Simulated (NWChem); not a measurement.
System: CH$_{4}$S$_{2}$Se; SMILES S[Se]SC

```xyz
8

Se     0.7855    -0.3827    -0.1077
S     -0.9055    -1.8117     0.0202
H     -0.7393    -2.1642     1.3170
S     -0.0174     1.5142     0.6409
C     -0.9271     2.1598    -0.7868
H     -0.2669     2.2990    -1.6535
H     -1.3306     3.1353    -0.4749
H     -1.7620     1.4930    -1.0438
```
Atoms are numbered in this order, from 1.

All runs use the structure optimised with PBE0/def2-SVP.

Spin-orbit effects, on the heavy nuclei and on their neighbours, are missing.

Problem. Give the principal values of the shielding tensors (ppm) of Se1, S2, S4, C5 from B3LYP/6-311G** (spherical d), GIAO (NWChem), with their diamagnetic and paramagnetic parts as GIAO splits them.

Solution. 
| atom | σ11 | σ22 | σ33 | isotropic | diamagnetic | paramagnetic |
|---|---|---|---|---|---|---|
| Se1 | 241.5 | 1015.7 | 1278.9 | 845.4 | 2997.3 | -2151.9 |
| S2 | 170.6 | 505.0 | 694.3 | 456.6 | 1054.4 | -597.8 |
| S4 | 101.2 | 318.0 | 622.8 | 347.3 | 1054.1 | -706.8 |
| C5 | 129.3 | 155.1 | 183.7 | 156.0 | 251.0 | -94.9 |
